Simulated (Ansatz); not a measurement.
Saddle point of SiN$_{2}$H$_{6}$O, closed shell (SiN₂H₆O ([NH2][Si]([NH3])[OH]) → SiN₂H₄ ([NH2][Si][NH2]) + H₂O; bonds formed: O2–H3; dative contacts that become bonds: Si1–N5; bonds broken: Si1–O2, H3–N5), PBE0-D4/def2-TZVP structure:

Si1  (0.375, 0.270, -0.960)
O2  (-0.425, -1.449, -0.413)
H3  (-1.086, -0.638, 0.091)
N4  (1.611, 0.357, 0.252)
N5  (-1.059, 0.712, 0.194)
H6  (-0.863, -1.915, -1.131)
H7  (2.569, 0.307, -0.056)
H8  (1.520, -0.019, 1.186)
H9  (-1.825, 1.216, -0.232)
H10  (-0.817, 1.161, 1.069)
(Å)

Energies are electronic, without zero-point energy. Barriers and step energies count from the start structure reached by relaxing down the imaginary mode; all methods use the PBE0-D4 structures, on which another method's saddle can fall below an end. Program: Ansatz 0.2.0. Basis: def2-TZVPP, with def2-QZVPP for the basis limit. Cores are frozen in the correlated methods. B3LYP uses VWN-RPA correlation. Extrapolation: Hartree–Fock as exp(−7.88 √X), correlation as X^−2.97.

```tsv
method	barrier (eV)	step energy (eV)
SPW92	0.662	0.621
PBE-D4	0.838	0.508
BLYP-D4	0.938	0.437
r2SCAN-D4	0.948	0.551
B97M-V	1.099	0.531
PBE0-D4	0.956	0.548
B3LYP-D4	1.020	0.474
r2SCAN0-D4	1.024	0.575
BHLYP-D4	1.167	0.524
CAM-B3LYP-D4	1.029	0.502
wB97X-V	1.045	0.545
wB97M-V	1.029	0.521
B2PLYP	?	0.478
PBE-QIDH	?	0.570
RPA on PBE	1.027	0.445
HF	1.465	0.472
MP2	?	0.513
CCSD	1.127	0.487
CCSD(T)	1.056	0.489
```

**Question.** Fill in the withheld barriers. (An estimate is asked for; the value comes from the calculation.)

**Answer.** The calculation gives: MP2 1.005; PBE-QIDH 1.029; B2PLYP 1.039 eV. Each is the energy of the saddle less that of the start structure, by the same method.

For comparison, the barrier by CCSD(T) at an estimated basis limit (MP2 extrapolated from triple and quadruple zeta, plus CCSD(T) − MP2 in triple zeta) is 1.084 eV.

T1 diagnostic: at most 0.013.

Labels in which every atom is bracketed show which atoms are joined, not bond orders.

For scale, one of the runs: CCSD(T)/def2-TZVPP, 219 basis functions, launched by `ansatz run in.yaml --threads 4 --pin off --events-out ev --progress --plain --max-ram 9574MiB`. Hardware: 4 CPU threads of an Arm Neoverse V2, shared host. Wall time 55 s; peak host memory 3.4 GiB.
